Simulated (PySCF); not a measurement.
## Frontier levels across methods

Species: CH3F3OSi.
Z-matrix (Å and degrees, PBE0-D3(BJ)/def2-SVP geometry), rows numbered from 1:
```
O 
Si  1  1.6552
C   2  1.9310  1  110.43
F   3  1.3472  2  111.05  1   -58.38
F   3  1.3423  2  110.83  1  -177.46
F   3  1.3389  2  113.08  1    61.98
H   1  0.9619  2  118.05  3    65.86
H   2  1.4908  1  113.19  3  -117.61
H   2  1.4817  1  107.56  3   117.44
```

Basis pcSseg-2 throughout (PySCF), one geometry. Isolated species at its PBE0-D3(BJ)/def2-SVP geometry (one conformer only).

**Question.** How do the orbital energies, the gap and the dipole change with the method?

**Answer.** 
```json
{"method": "OPBE", "kind": "GGA", "HOMO (eV)": "-7.48", "LUMO (eV)": "-1.07", "gap (eV)": "6.41", "μ (D)": "1.79", "SCF cycles": "16"}
{"method": "BLYP", "kind": "GGA", "HOMO (eV)": "-7.54", "LUMO (eV)": "-1.27", "gap (eV)": "6.26", "μ (D)": "1.90", "SCF cycles": "15"}
{"method": "PBE", "kind": "GGA", "HOMO (eV)": "-7.58", "LUMO (eV)": "-1.33", "gap (eV)": "6.25", "μ (D)": "1.85", "SCF cycles": "15"}
{"method": "B97-D", "kind": "GGA", "HOMO (eV)": "-7.63", "LUMO (eV)": "-1.15", "gap (eV)": "6.48", "μ (D)": "1.87", "SCF cycles": "15"}
{"method": "BP86", "kind": "GGA", "HOMO (eV)": "-7.69", "LUMO (eV)": "-1.31", "gap (eV)": "6.38", "μ (D)": "1.85", "SCF cycles": "15"}
{"method": "KT2", "kind": "GGA", "HOMO (eV)": "-7.72", "LUMO (eV)": "-1.47", "gap (eV)": "6.25", "μ (D)": "1.89", "SCF cycles": "16"}
{"method": "LDA", "kind": "LDA", "HOMO (eV)": "-7.74", "LUMO (eV)": "-1.58", "gap (eV)": "6.17", "μ (D)": "1.91", "SCF cycles": "15"}
{"method": "KT3", "kind": "GGA", "HOMO (eV)": "-7.75", "LUMO (eV)": "-1.41", "gap (eV)": "6.34", "μ (D)": "1.88", "SCF cycles": "16"}
{"method": "B3LYP", "kind": "global hybrid", "HOMO (eV)": "-8.98", "LUMO (eV)": "-0.77", "gap (eV)": "8.21", "μ (D)": "2.02", "SCF cycles": "13"}
{"method": "HF", "kind": "Hartree–Fock", "HOMO (eV)": "-13.16", "LUMO (eV)": "2.27", "gap (eV)": "15.43", "μ (D)": "2.27", "SCF cycles": "10"}
```

The HOMO spans 5.68 eV, from OPBE down to HF, and the gap runs from 6.17 eV (LDA) to 15.43 eV (HF). Over the methods OPBE (0 %), BLYP (0 %), PBE (0 %), B97-D (0 %), BP86 (0 %), KT2 (0 %), LDA (0 %), KT3 (0 %), B3LYP (20 %), HF (100 %), a straight line through the gap against the share of exact exchange rises by 0.91 eV for each 10 % (correlation coefficient 0.999). The dipole ranges from 1.79 D (OPBE) to 2.27 D (HF). This basis has no diffuse functions.

The vertical ΔSCF ionisation energy at PBE0/def2-SVPD is 11.43 eV; −ε(HOMO) comes closest to it with HF (13.16 eV).
